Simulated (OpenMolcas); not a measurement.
Computed levels of 3d3 in ions with 21 electrons, in cm-1 above 4F 3/2.

- Program: OpenMolcas 26.06
- Method: SS-CASPT2, IPEA 0.25 Eh, imaginary shift 0.1 Eh
- Basis: ANO-RCC-VQZP
- Scalar Hamiltonian: DKH2, point nucleus
- Spin-orbit coupling: RASSI with atomic mean-field integrals over the reference wave functions, term energies averaged over their components

Active space for each ion: 3 electrons in 5 orbitals (3d); closed shells correlated by CASPT2: 3s 3p.

| Level | Mn4+ | Fe5+ | Ni7+ |
| --- | --- | --- | --- |
| 4F 5/2 | 363 | 520 | 950 |
| 4F 7/2 | 854 | 1220 | 2210 |
| 4F 9/2 | 1460 | 2070 | 3710 |
| 4P 1/2 | 17060 | 19630 | 24230 |
| 4P 3/2 | 17210 | 19830 | 24500 |
| 4P 5/2 | 17630 | 20450 | 25700 |
| 2G 7/2 | 17830 | 20890 | 26320 |
| 2G 9/2 | 18340 | 21600 | 27510 |
| 2D 3/2(1) | 23840 | 27540 | 34140 |

Q: Estimate 4F 9/2, 4P 1/2, 4P 3/2 for Co6+ from its neighbours Fe5+ and Ni7+.

A: 4F 9/2 is fine structure, which grows about as the fourth power of a screened charge, so the fourth roots are averaged: ((2070^0.25 + 3710^0.25) / 2)^4 = 2801. The calculation gives 2870, so the estimate is off by -2.4 %; the measured value is 2723 (Sugar and Corliss, J. Phys. Chem. Ref. Data 10, 1097 (1981)).
4P 1/2 is another term, which grows about linearly with the charge: (19630 + 24230) / 2 = 21930. The calculation gives 21900, so the estimate is off by +0.1 %; the measured value is 21096 (Sugar and Corliss, J. Phys. Chem. Ref. Data 10, 1097 (1981)).
4P 3/2 is another term, which grows about linearly with the charge: (19830 + 24500) / 2 = 22165. The calculation gives 22140, so the estimate is off by +0.1 %; the measured value is 21304 (Sugar and Corliss, J. Phys. Chem. Ref. Data 10, 1097 (1981)).

Mixed levels, with the weight of the term that names them: Mn4+ 2D 3/2(1) (66 %), Fe5+ 2D 3/2(1) (63 %), Co6+ 2D 3/2(1) (66 %), Ni7+ 2D 3/2(1) (65 %).

CASPT2 breaks the degeneracy within a term, and the mean is taken; among the terms shown or strongly mixed into the levels shown the widest spread is 870 cm-1 (3d3 4F, Mn4+). The CASPT2 spread within a term exceeds the gap to the next term for 3d3 2D(1) and 3d3 2P, so the order of their levels is uncertain, and so are names and mixing where such terms share a J (figures for Mn4+; the like holds for Fe5+, Co6+, Ni7+). Measured partners are found by configuration, term and J. A level has none where our copy of the source lacks it or the pairing is in doubt (some pairs that miss far off the trend of their configuration count as doubtful), and it then counts in no deviation. Only configurations of the active space appear.

A number in round brackets counts repeated terms of one configuration in the order of the reference energies.
